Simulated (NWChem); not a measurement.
All runs are NWChem calculations. System: disiloxane (H6OSi2), charge 0, spin multiplicity 1, at a geometry optimised with PBE0/def2-SVP. Level: r2SCAN/def2-TZVP.

The NWChem input:

```
start mol
memory heap 200 mb stack 900 mb global 1100 mb
geometry units angstroms nocenter noautoz noautosym
  Si     0.383541    -1.552620     0.004797
  O     -0.358298    -0.073520    -0.018333
  Si    -0.258710     1.578236     0.002063
  H      0.617256    -1.989644     1.413747
  H     -0.498166    -2.541474    -0.677835
  H      1.697868    -1.485144    -0.705343
  H      0.998274     2.030977    -0.669830
  H     -0.260796     2.075941     1.410180
  H     -1.435700     2.138871    -0.720300
end
basis spherical
  * library def2-tzvp
end
dft
  xc r2scan
  semidirect memsize 60000000 filesize 0
  iterations 100
  grid fine
end
task dft energy
```

Output (cleaned and shortened):

```
             Northwest Computational Chemistry Package (NWChem) 7.3.0
             --------------------------------------------------------

                                NWChem Input Module
                                -------------------

 Scaling coordinates for geometry "geometry" by  1.889725989
 (inverse scale =  0.529177249)

                             Geometry "geometry" -> ""
                             -------------------------

 Output coordinates in angstroms (scale by  1.889725989 to convert to a.u.)

  No.       Tag          Charge          X              Y              Z
 ---- ---------------- ---------- -------------- -------------- --------------
    1 Si                  14.0000     0.38354100    -1.55262000     0.00479700
    2 O                    8.0000    -0.35829800    -0.07352000    -0.01833300
    3 Si                  14.0000    -0.25871000     1.57823600     0.00206300
    4 H                    1.0000     0.61725600    -1.98964400     1.41374700
    5 H                    1.0000    -0.49816600    -2.54147400    -0.67783500
    6 H                    1.0000     1.69786800    -1.48514400    -0.70534300
    7 H                    1.0000     0.99827400     2.03097700    -0.66983000
    8 H                    1.0000    -0.26079600     2.07594100     1.41018000
    9 H                    1.0000    -1.43570000     2.13887100    -0.72030000

 Effective nuclear repulsion energy (a.u.)     157.3701112518

            Nuclear Dipole moment (a.u.)
            ----------------------------
        X                 Y               Z
 ---------------- ---------------- ----------------
    -0.0000264562    -0.0000170075    -0.0000094486


 Summary of "ao basis" -> "" (spherical)
 ------------------------------------------------------------------------------
       Tag                 Description            Shells   Functions and Types
 ---------------- ------------------------------  ------  ---------------------
 *                         def2-tzvp                  on all atoms

                                 NWChem DFT Module
                                 -----------------
[...]
 Vector   21  Occ=2.000000D+00  E=-2.802969D-01
              MO Center= -7.1D-02, -1.2D-02,  3.3D-01, r^2= 4.3D+00
   Bfn.  Coefficient  Atom+Function         Bfn.  Coefficient  Atom+Function
  ----- ------------  ---------------      ----- ------------  ---------------
    45      0.313227  2 O  pz                48      0.272465  2 O  pz
    51      0.180706  2 O  pz               107     -0.158992  4 H  s
   131     -0.158575  8 H  s                108     -0.135399  4 H  s
   132     -0.134858  8 H  s                 17     -0.123142  1 Si pz
    85     -0.122992  3 Si pz               106     -0.099908  4 H  s

 Vector   22  Occ=0.000000D+00  E=-2.595747D-02
              MO Center=  1.1D-01,  2.3D-02,  2.0D-02, r^2= 6.4D+00
   Bfn.  Coefficient  Atom+Function         Bfn.  Coefficient  Atom+Function
  ----- ------------  ---------------      ----- ------------  ---------------
    87     -0.540349  3 Si py                19      0.497536  1 Si py
    42     -0.492176  2 O  s                 84     -0.228031  3 Si py
    18     -0.211381  1 Si px                16      0.197792  1 Si py
    40     -0.164682  2 O  s                114      0.146502  5 H  s
   138      0.145411  9 H  s                 15     -0.117690  1 Si px

 Vector   23  Occ=0.000000D+00  E= 3.108223D-02
              MO Center=  1.6D-01,  3.3D-02,  1.4D-03, r^2= 8.5D+00
   Bfn.  Coefficient  Atom+Function         Bfn.  Coefficient  Atom+Function
  ----- ------------  ---------------      ----- ------------  ---------------
    87      0.995100  3 Si py                19      0.923583  1 Si py
    50      0.412080  2 O  py                18     -0.369987  1 Si px
    84      0.297739  3 Si py               108      0.283876  4 H  s
   132     -0.284511  8 H  s                138     -0.284760  9 H  s
   114      0.282262  5 H  s                 16      0.274619  1 Si py

 Vector   24  Occ=0.000000D+00  E= 3.660603D-02
              MO Center=  4.1D-01,  7.0D-02,  1.2D-01, r^2= 6.1D+00
   Bfn.  Coefficient  Atom+Function         Bfn.  Coefficient  Atom+Function
  ----- ------------  ---------------      ----- ------------  ---------------
   114      0.880648  5 H  s                138      0.870779  9 H  s
    18      0.606734  1 Si px                86      0.594105  3 Si px
    88      0.511076  3 Si pz                20      0.398660  1 Si pz
    73     -0.368496  3 Si s                 19      0.346600  1 Si py
     5     -0.322305  1 Si s                 49     -0.222094  2 O  px

 center of mass
 --------------
 x =  -0.02691956 y =  -0.00552329 z =  -0.00121865

 moments of inertia (a.u.)
 ------------------
         603.548527114025         113.435852294976          -0.540667510033
         113.435852294976          73.847418044387           0.400672995467
          -0.540667510033           0.400672995467         634.799380225920

     Multipole analysis of the density
     ---------------------------------

     L   x y z        total         alpha         beta         nuclear
     -   - - -        -----         -----         ----         -------
     0   0 0 0     -0.000000    -21.000000    -21.000000     42.000000

     1   1 0 0      0.097612      0.048819      0.048819     -0.000026
     1   0 1 0      0.020114      0.010065      0.010065     -0.000017
     1   0 0 1      0.004118      0.002064      0.002064     -0.000009

     2   2 0 0    -26.946659    -32.509305    -32.509305     38.071951
     2   1 1 0     -0.269994     31.845263     31.845263    -63.960520
     2   1 0 1      0.027500     -0.131352     -0.131352      0.290205
     2   0 2 0    -25.678919   -181.208435   -181.208435    336.737950
     2   0 1 1      0.004937      0.116940      0.116940     -0.228942
     2   0 0 2    -26.812938    -23.967592    -23.967592     21.122246

 Task  times  cpu:       19.5s     wall:       19.5s

 Total times  cpu:       19.6s     wall:       19.6s
```
